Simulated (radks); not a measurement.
The numbers below are computed, except where a source is named.
Numerical settings for the carbon ion C+, [He] 2s2 2p1. Level of theory: non-relativistic Kohn-Sham, PBEsol, spin-polarised, spherical densities, point nucleus; open shells are filled with parallel spins first (a radial shooting solver on a logarithmic mesh with Libxc functionals). The defaults (mesh step 0.008 in ln r, mesh end at 40 bohr or more with all orbitals vanishing there, Anderson mixing 0.5 over 9 steps, residual threshold near 1e-9 with the energy settled to 1e-9 hartree or 1e-11 of itself, here a cap of 70 iterations) give E = -37.1966 hartree and 2p at -17.651 eV in 13 iterations. Run on one thread of a shared host, so times are rough (Arm Neoverse N1): 0.1 s of CPU time, 0.1 s wall, 13 iterations on 2476 mesh points. Changes against that run (0 stands for a change within the tolerance of the run):

| setting | iterations | converged | E (mhartree) | e(2p) (meV) | CPU (s) |
|---|---|---|---|---|---|
| mesh step in ln r 0.2 | 70 | no | -2.32e+05 | - | 0.17 |
| mesh step in ln r 0.012 | 13 | yes | 0 | 0 | 0.07 |
| mesh step in ln r 0.05 | 13 | yes | 0 | 0 | 0.03 |
| mesh end (bohr) 400 | 13 | yes | 0 | 0 | 0.1 |
| mesh end (bohr) 8 | 13 | yes | +0.00535 | +0.617 | 0.09 |
| residual threshold 0.1 | 8 | yes | 0 | -0.144 | 0.07 |
| residual threshold 1e-05 | 9 | yes | 0 | +0.0122 | 0.07 |
| mixing 0.05 | 17 | yes | 0 | 0 | 0.12 |
| linear mixing, mixing 1 | 20 | yes | 0 | 0 | 0.13 |
| linear mixing, mixing 0.2 | 70 | no | 0 | 0 | 0.36 |
| mixing history 3 | 15 | yes | 0 | 0 | 0.1 |
| iteration cap 3 | 3 | no | +0.071 | -240 | 0.02 |

No run marked as converged misses the energy by more than 1 mhartree. A mesh that ends early acts as a hard wall.
